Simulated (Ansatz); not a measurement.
Start from `[CH3][Al]([F])[CH2]N` and change one atom or group to get `[CH3][Al]([F])[CH2]F`.

Ansatz, PBE0-D4/def2-TZVP geometries, multiplicity 1. Each molecule was computed in one conformer, which needn't be the lowest.

```
                             property  `[CH3][Al]([F])[CH2]N`
   HOMO energy (PBE0/def2-TZVPP) / eV                   -6.12
  LUMO energy (B3LYP/def2-TZVPP) / eV                   -0.70
HOMO–LUMO gap (B3LYP/def2-TZVPP) / eV                    5.22
 HOMO–LUMO gap (PBE0/def2-TZVPP) / eV                    5.68
  HOMO–LUMO gap (PBE/def2-TZVPP) / eV                    3.57
   LUMO energy (PBE0/def2-TZVPP) / eV                   -0.45
```

**Question.** Give the same properties after the change, and the shifts. (Estimate.)

**Answer.** Computed: 
```
                             property  `[CH3][Al]([F])[CH2]F`  shift
   HOMO energy (PBE0/def2-TZVPP) / eV                   -7.85  -1.73
  LUMO energy (B3LYP/def2-TZVPP) / eV                   -0.85  -0.15
HOMO–LUMO gap (B3LYP/def2-TZVPP) / eV                    6.80   1.58
 HOMO–LUMO gap (PBE0/def2-TZVPP) / eV                    7.27   1.59
  HOMO–LUMO gap (PBE/def2-TZVPP) / eV                    5.06   1.49
   LUMO energy (PBE0/def2-TZVPP) / eV                   -0.58  -0.13
```

With PBE0 the HOMO falls by 1.73 eV and the LUMO falls by 0.13 eV, so the gap widens by about 1.60 eV. PBE moves the HOMO by -1.63 eV and ωB97M-V by -1.70 eV.

Positive LUMOs are unbound, so they and the gaps depend on the basis.

B3LYP here is the variant with VWN-RPA as its local correlation; programs differ in this.
